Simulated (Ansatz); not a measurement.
Ansatz (a quantum-chemistry and plane-wave program) input (B2PLYP/def2-TZVPD):

Ansatz 0.2 input:
```yaml
crystal:
  periodic: [false, false, false]
  atoms:
    - {symbol: Fe, position_ang: [-0.00000000, -0.00000000, -0.37832805]}
    - {symbol: O, position_ang: [0.00000000, 0.00000000, 1.22956615]}
basis:
  gaussian:
    orbitals: def2-TZVPD
hamiltonian:
  xc: {name: B2PLYP}
total_charge: -1
magnetization: {spin_polarized: true, initial_magnetization: 3}
correlation: {electrons: outside_noble_gas}
```

End of the output:

```
integrals: 0.05 GiB planned
693 factors; integrals over basis functions are off by at most 1.3e-3 eV
mean field: 0.37 GiB planned
mean field evaluation 1: about -36395.0616 eV, gradient 9.0e1 eV
mean field evaluation 2: about -36395.2982 eV, gradient 9.0e1 eV
mean field evaluation 4: about -36405.5250 eV, gradient 7.5e1 eV
mean field evaluation 8: about -36420.9898 eV, gradient 1.9e0 eV
mean field evaluation 16: about -36421.3151 eV, gradient 5.5e-3 eV
mean field evaluation 32: about -36395.0616 eV, gradient 9.0e1 eV
mean field evaluation 64: about -36421.3072 eV, gradient 1.5e0 eV
mean field evaluation 96: about -36412.0276 eV, gradient 3.0e1 eV
mean field evaluation 128: about -36409.1382 eV, gradient 1.3e1 eV
mean field -36421.31514306 eV, -1338.4586442533 hartree, gradient 6.8e-6 eV, S^2 4.516392; 11 other end points of the search recorded, 0 dependent functions left out
10 core orbitals not correlated
reference -36421.31524785 eV, -1338.4586481044 hartree; 9, 6 occupied and 69, 72 virtual orbitals, 693 factors
second order -17.20246894 eV of doubles, -0.00000000 eV of singles
Total energy: -36425.95991447 eV, -1338.6293364542 hartree
```

This state (charge -1, quartet) is run at the relaxed geometry of the species with charge 0 and multiplicity 5.

The determinant is spin-contaminated: <S^2> is 4.52 against 3.75 for a pure state.
